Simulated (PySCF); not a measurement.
**ECD: `C=C[C@@H]1O[C@H](C#N)[GeH2]1`, C5H7GeNO**

Cartesian coordinates in Å; atom numbers follow the order of the lines, from 1:
```xyz
15

C     2.530    0.515    0.456
C     1.209    0.563    0.413
C     0.404    0.080   -0.737
O    -0.774    0.838   -0.992
C    -1.818    0.208   -0.247
C    -1.983    0.730    1.078
N    -2.078    1.101    2.157
Ge   -0.759   -1.532   -0.271
H     3.082    0.853    1.315
H     3.109    0.133   -0.370
H     0.638    0.958    1.244
H     1.001    0.039   -1.652
H    -2.760    0.290   -0.797
H    -1.192   -2.443   -1.412
H    -0.612   -2.324    1.022
```

Theory: PySCF, TDDFT CAM-B3LYP/aug-cc-pVDZ circular dichroism and optical rotation, one conformer, gas phase. Geometry: GFN2-xTB.

The molecule is flexible and this is one conformer; a measurement averages over conformers. The calculation is non-relativistic, which matters for the atoms heavier than Zn.

Task: What are the CIP labels of the stereocentres?

Result: C3 R, C5 S.

Task: List the lowest 12 singlet excitations with oscillator and rotatory strengths.

Result: Rotatory strengths R in 10⁻⁴⁰ esu² cm², velocity form and length form (origin at the centre of mass); f in length form.
| state | E (eV) | λ (nm) | f | R (velocity) | R (length) | main |
| --- | --- | --- | --- | --- | --- | --- |
| 1 | 5.54 | 224 | 0.094 | +113.0 | +114.8 | HOMO→LUMO 0.77, HOMO−1→LUMO 0.13 |
| 2 | 6.03 | 205 | 0.006 | -32.5 | -33.1 | HOMO−1→LUMO 0.72, HOMO→LUMO 0.11 |
| 3 | 6.11 | 203 | 0.272 | +57.0 | +57.7 | HOMO→LUMO+1 0.46, HOMO→LUMO+2 0.24 |
| 4 | 6.32 | 196 | 0.024 | -50.0 | -52.3 | HOMO−1→LUMO+2 0.40, HOMO−1→LUMO+1 0.20 |
| 5 | 6.49 | 191 | 0.032 | -5.0 | -5.3 | HOMO→LUMO+2 0.36, HOMO→LUMO+1 0.19 |
| 6 | 6.72 | 185 | 0.021 | -1.7 | -2.0 | HOMO−2→LUMO 0.29, HOMO−2→LUMO+2 0.11 |
| 7 | 6.80 | 182 | 0.047 | +9.4 | +10.3 | HOMO→LUMO+3 0.59, HOMO−2→LUMO 0.15 |
| 8 | 6.88 | 180 | 0.020 | 0.0 | +0.4 | HOMO−2→LUMO 0.27, HOMO−1→LUMO+1 0.17 |
| 9 | 6.95 | 178 | 0.036 | -50.7 | -51.7 | HOMO→LUMO+4 0.45, HOMO−2→LUMO 0.14 |
| 10 | 7.05 | 176 | 0.055 | -15.7 | -15.1 | HOMO−2→LUMO+2 0.15, HOMO−1→LUMO+1 0.13 |
| 11 | 7.16 | 173 | 0.020 | -27.8 | -28.5 | HOMO→LUMO+6 0.37, HOMO→LUMO+5 0.30 |
| 12 | 7.31 | 170 | 0.044 | +1.5 | +1.3 | HOMO−1→LUMO+4 0.14, HOMO−2→LUMO+1 0.14 |

For state 8 the two forms differ in sign, so the sign of R isn't settled.

Among the states computed, the strongest CD band (largest |R|) is state 1. The largest dissymmetry factor in size, g = 4R/(D+G), with D and G the electric and magnetic dipole strengths, is -0.048 for state 2 (velocity form, f = 0.006), among bands with |R| over 0.5. The mirror image has the same energies and oscillator strengths and all R with the opposite sign.
